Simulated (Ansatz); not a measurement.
Born–Oppenheimer molecular dynamics of AlH7O2Si2 (12 atoms, charge 0, multiplicity 1). It starts from a relaxed structure.

The calculation used RKS PBE/6-31G (Ansatz).

```
ensemble        : NVT, Nosé–Hoover chain
time step       : 0.5 fs
steps asked     : 300
set temperature : 300 K
thermostat      : time constant 100 fs, chain length 3 (defaults)
masses          : H 3.016 u
seed            : 314542
```

Frames 5 fs apart, positions in Å.

Velocities at 70 fs (Å/ps):

```
Al -1.47 0.97 1.10
H -0.55 -5.58 -8.26
O -2.06 1.83 -1.45
Si 1.19 -2.15 2.26
H 17.88 -4.06 -7.13
H -3.47 3.76 -1.97
H 2.20 4.40 -4.75
O -0.49 -1.03 -2.10
Si -1.20 0.37 -0.32
H 0.55 -5.89 3.29
H 16.40 0.14 9.74
H -6.33 10.88 -0.08
```

```xyz
12
Properties=species:S:1:pos:R:3 time_fs=70 energy_less_start_eV=0.224 T=166
Al -0.009 -0.118 0.080
H 0.278 1.110 1.127
O 1.405 -0.723 -0.607
Si 2.790 -1.449 -1.346
H 2.235 -2.623 -2.135
H 3.442 -0.441 -2.370
H 3.733 -1.812 -0.268
O -1.573 -0.644 -0.322
Si -3.089 -1.244 -0.691
H -3.202 -2.716 -0.133
H -4.172 -0.479 -0.057
H -3.294 -1.164 -2.202
12
Properties=species:S:1:pos:R:3 time_fs=75 energy_less_start_eV=0.167 T=216
Al -0.016 -0.109 0.088
H 0.264 1.075 1.084
O 1.403 -0.719 -0.618
Si 2.792 -1.455 -1.339
H 2.337 -2.648 -2.168
H 3.415 -0.445 -2.354
H 3.767 -1.802 -0.276
O -1.571 -0.648 -0.331
Si -3.096 -1.249 -0.694
H -3.199 -2.715 -0.136
H -4.117 -0.456 0.011
H -3.328 -1.117 -2.196
12
Properties=species:S:1:pos:R:3 time_fs=80 energy_less_start_eV=0.132 T=252
Al -0.021 -0.098 0.096
H 0.235 1.060 1.064
O 1.413 -0.722 -0.635
Si 2.787 -1.454 -1.338
H 2.455 -2.680 -2.188
H 3.377 -0.478 -2.303
H 3.828 -1.809 -0.262
O -1.564 -0.648 -0.337
Si -3.105 -1.263 -0.699
H -3.198 -2.669 -0.178
H -4.106 -0.402 0.101
H -3.366 -1.088 -2.180
12
Properties=species:S:1:pos:R:3 time_fs=85 energy_less_start_eV=0.251 T=167
Al -0.020 -0.089 0.099
H 0.203 1.097 1.096
O 1.422 -0.729 -0.651
Si 2.781 -1.454 -1.337
H 2.571 -2.713 -2.188
H 3.360 -0.491 -2.264
H 3.872 -1.816 -0.264
O -1.557 -0.651 -0.344
Si -3.117 -1.271 -0.700
H -3.205 -2.646 -0.234
H -4.092 -0.367 0.172
H -3.413 -1.076 -2.164
12
Properties=species:S:1:pos:R:3 time_fs=90 energy_less_start_eV=0.172 T=235
Al -0.011 -0.083 0.096
H 0.167 1.157 1.153
O 1.418 -0.735 -0.659
Si 2.783 -1.462 -1.333
H 2.666 -2.740 -2.166
H 3.381 -0.451 -2.271
H 3.870 -1.812 -0.296
O -1.556 -0.658 -0.353
Si -3.131 -1.263 -0.695
H -3.224 -2.699 -0.281
H -4.054 -0.383 0.195
H -3.468 -1.075 -2.156
12
Properties=species:S:1:pos:R:3 time_fs=95 energy_less_start_eV=0.254 T=180
Al 0.004 -0.075 0.093
H 0.125 1.188 1.191
O 1.401 -0.742 -0.659
Si 2.795 -1.470 -1.331
H 2.726 -2.761 -2.129
H 3.413 -0.396 -2.292
H 3.840 -1.797 -0.330
O -1.557 -0.669 -0.363
Si -3.143 -1.247 -0.684
H -3.251 -2.777 -0.329
H -4.014 -0.433 0.187
H -3.527 -1.080 -2.151
12
Properties=species:S:1:pos:R:3 time_fs=100 energy_less_start_eV=0.294 T=155
Al 0.015 -0.063 0.091
H 0.081 1.166 1.186
O 1.385 -0.755 -0.658
Si 2.812 -1.472 -1.337
H 2.740 -2.781 -2.091
H 3.427 -0.379 -2.285
H 3.826 -1.779 -0.315
O -1.556 -0.680 -0.374
Si -3.151 -1.236 -0.674
H -3.277 -2.799 -0.388
H -4.024 -0.469 0.202
H -3.583 -1.083 -2.135
12
Properties=species:S:1:pos:R:3 time_fs=105 energy_less_start_eV=0.164 T=263
Al 0.019 -0.050 0.089
H 0.042 1.110 1.152
O 1.382 -0.777 -0.660
Si 2.829 -1.462 -1.349
H 2.711 -2.800 -2.061
H 3.418 -0.406 -2.251
H 3.840 -1.760 -0.244
O -1.548 -0.688 -0.383
Si -3.152 -1.238 -0.668
H -3.298 -2.747 -0.452
H -4.093 -0.474 0.259
H -3.629 -1.075 -2.105
12
Properties=species:S:1:pos:R:3 time_fs=110 energy_less_start_eV=0.309 T=159
Al 0.014 -0.045 0.082
H 0.016 1.071 1.132
O 1.390 -0.805 -0.665
Si 2.845 -1.450 -1.355
H 2.652 -2.808 -2.038
H 3.413 -0.436 -2.232
H 3.847 -1.731 -0.170
O -1.536 -0.693 -0.391
Si -3.153 -1.240 -0.662
H -3.309 -2.681 -0.500
H -4.165 -0.488 0.312
H -3.662 -1.046 -2.073
12
Properties=species:S:1:pos:R:3 time_fs=115 energy_less_start_eV=0.228 T=228
Al 0.006 -0.052 0.064
H 0.006 1.082 1.155
O 1.401 -0.832 -0.670
Si 2.858 -1.443 -1.346
H 2.582 -2.790 -2.017
H 3.439 -0.425 -2.269
H 3.823 -1.688 -0.143
O -1.529 -0.698 -0.398
Si -3.155 -1.231 -0.651
H -3.313 -2.688 -0.517
H -4.189 -0.536 0.323
H -3.681 -0.990 -2.050
12
Properties=species:S:1:pos:R:3 time_fs=120 energy_less_start_eV=0.195 T=262
Al 0.002 -0.069 0.039
H 0.013 1.115 1.190
O 1.403 -0.849 -0.670
Si 2.869 -1.439 -1.328
H 2.521 -2.753 -2.000
H 3.482 -0.403 -2.333
H 3.784 -1.640 -0.160
O -1.532 -0.704 -0.406
Si -3.160 -1.214 -0.639
H -3.305 -2.754 -0.509
H -4.160 -0.608 0.304
H -3.684 -0.910 -2.037
12
Properties=species:S:1:pos:R:3 time_fs=125 energy_less_start_eV=0.315 T=177
Al 0.002 -0.089 0.014
H 0.034 1.120 1.190
O 1.396 -0.854 -0.664
Si 2.877 -1.432 -1.312
H 2.481 -2.715 -1.992
H 3.509 -0.421 -2.368
H 3.777 -1.602 -0.172
O -1.546 -0.709 -0.413
Si -3.164 -1.203 -0.629
H -3.281 -2.787 -0.494
H -4.129 -0.663 0.311
H -3.669 -0.817 -2.021
```

Of the whole run (150 fs, mean temperature of the second half 220 K): The conserved energy stayed within 0.06 meV per atom of its start (net change 0.056 meV per atom), so the integration is sound. The mean temperature of the second half is 27 % below the set value. A run of 0.15 ps of so small a system gives no equilibrium averages. Limits of this set-up: no polarisation functions.

Run time: 7 min on 1 thread of AMD EPYC 9R45 96-Core Processor (Zen 5), with other jobs on the host, peak memory 0.14 GiB.
